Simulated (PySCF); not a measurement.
[Fe(SH)4]2- holds Fe(II), d6, at total charge -2. The structure is a PBE0-D3(BJ)/def2-TZVP, IEF-PCM water geometry optimised for multiplicity 5; coordination tetrahedral, point group S4, metal–donor distances 2.38 Å.

```
9

Fe    0.000    0.000    0.000
S     1.406    1.406    1.303
H     0.510    2.320    1.714
S    -1.406   -1.406    1.303
H    -0.510   -2.320    1.714
S    -1.406    1.406   -1.303
H    -2.320    0.510   -1.714
S     1.406   -1.406   -1.303
H     2.320   -0.510   -1.714
```

Method (PySCF 2.14, density fitting): CASSCF(6,5) with orbitals averaged over all microstates of the shell, strongly contracted NEVPT2 on the averaged canonical orbitals; basis x2c-TZVPall on the metal, x2c-SVPall elsewhere; spin-free X2C; IEF-PCM water; spin-orbit coupling by state interaction with the mean-field operator over all roots.

Task: What is the ground state?

Result: 5B (from 5E) (S = 2, orbital degeneracy 1), with 3.0 electrons in the lower (e-type) set and 3.0 in the upper (t2-type) set, by NEVPT2.

Task: Where do the spin-allowed transitions within the shell lie?

Result: By NEVPT2: 5A (from 5E) at 2551 cm⁻¹; 5E (from 5T2) at 4646 cm⁻¹; 5B (from 5T2) at 6603 cm⁻¹ (1514 nm). The strongest, at 4646 cm⁻¹, has f = 1.4e-04.

Task: Which is the lowest state of another spin?

Result: 3A (from 3T1) at 17028 cm⁻¹ by NEVPT2; CASSCF alone puts it at 19396 cm⁻¹ above the same ground state.

Task: Give the fitted ligand-field and repulsion parameters.

Result: At CASSCF level (the NEVPT2 levels don't fit a ligand-field model well): orbital energies 0, 1637, 3523, 3523, 4863 cm⁻¹; 10Dq = 3151 cm⁻¹ (difference of the means of the two sets); B = 1084 cm⁻¹; C = 4059 cm⁻¹; B over its free-ion value at the same level 0.917; rms of the fit 123 cm⁻¹; ζ = 390 cm⁻¹ (free ion 412).

Task: What are the magnetic parameters?

Result: The ground multiplet follows a spin Hamiltonian with S = 2, g = 2.041, 2.041, 2.110, D = -5.81 cm⁻¹, E/|D| = 0.00 (spin-orbit part alone); the lowest levels hold 100 % of the spin-free ground state. μeff is 5.10 μB at 300 K and 4.83 μB at 10 K; the spin-only value is 4.90 μB.

NEVPT2 lifts 5B (from 5T2) from 4541 to 6603 cm⁻¹; on the d shell alone such lifts tend to overshoot. Gaps between spin states lean to high spin in this active space.

The job took 21 s on one thread of Intel Xeon Platinum 8259CL @ 2.50GHz (shared host), with 140 basis functions and a peak of 0.64 GiB, launched as `OMP_NUM_THREADS=1 python lf_run.py task.json out`.
